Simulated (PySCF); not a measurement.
## Spin-rotation constants: `CO[C@@H]1C[C@@]12C[C@@H]2F`, C₆H₉FO

Cartesian coordinates in Å; atom numbers follow the order of the lines, from 1:
```xyz
17

C     2.6969    0.2042    0.5434
O     1.3567    0.2656    0.9774
C     0.5011   -0.5216    0.2164
C    -0.0446   -0.0049   -1.1040
C    -0.9122   -0.1059    0.0956
C    -2.2555   -0.6312    0.4518
C    -1.8465    0.7708    0.8248
F    -2.4363    1.8014    0.1497
H     2.8000    0.5661   -0.4854
H     3.2669    0.8430    1.2143
H     3.0818   -0.8213    0.5987
H     0.7157   -1.5902    0.2796
H    -0.1864   -0.7055   -1.9137
H     0.2506    0.9865   -1.4152
H    -2.9778   -0.7372   -0.3447
H    -2.3482   -1.3632    1.2401
H    -1.6691    1.0555    1.8546
```

Computed, not measured: GIAO B97-2/pcSseg-1 magnetisability, rotational g tensor and spin-rotation constants, non-relativistic, gas phase (PySCF 2.14.0). Geometry: GFN2-xTB.

Question: Give the nuclear spin-rotation constants along the inertial axes (H = +C I·J) beside the isotropic shieldings.

Answer: Rotational constants 4.3133, 1.1719, 1.1105 GHz. A star marks the isotopologue with that one atom substituted, in its own axes.
```tsv
atom	isotope	Caa (kHz)	Cbb (kHz)	Ccc (kHz)	mean (kHz)	σ (ppm)
F8	19F	2.358	0.439	0.255	1.018	405.4
H9	1H	-0.462	-0.123	0.060	-0.175	28.4
H10	1H	-0.361	0.012	-0.090	-0.146	28.1
H11	1H	-0.291	0.005	-0.108	-0.131	28.5
H12	1H	-0.300	-0.005	-0.101	-0.135	28.5
H13	1H	-0.475	-0.036	-0.074	-0.195	30.9
H14	1H	-0.473	-0.045	-0.059	-0.192	30.5
H15	1H	-0.231	-0.087	-0.085	-0.134	30.6
H16	1H	-0.487	-0.095	-0.014	-0.199	30.8
H17	1H	-0.427	-0.039	-0.003	-0.156	26.8
C1	13C*	0.632	0.279	0.250	0.387	126.2
O2	17O*	-0.500	-0.053	-0.088	-0.214	299.0
C3	13C*	1.057	0.162	0.283	0.500	121.5
C4	13C*	0.599	0.096	0.210	0.302	171.9
C5	13C*	0.954	0.104	0.143	0.400	166.0
C6	13C*	0.612	0.199	0.120	0.310	169.7
C7	13C*	0.916	0.349	0.195	0.487	110.4
```
For the geometry as given, no vibrational averaging.

Question: How do the rotational constants and the g tensor change when H9, H10, H11, H12, H13, H14, H15, H16, H17 are replaced by deuterium?

Answer: Constants 3.5305, 1.0285, 0.9804 GHz; g -0.0065, -0.0008, -0.0015, against -0.0073, -0.0008, -0.0017 before.
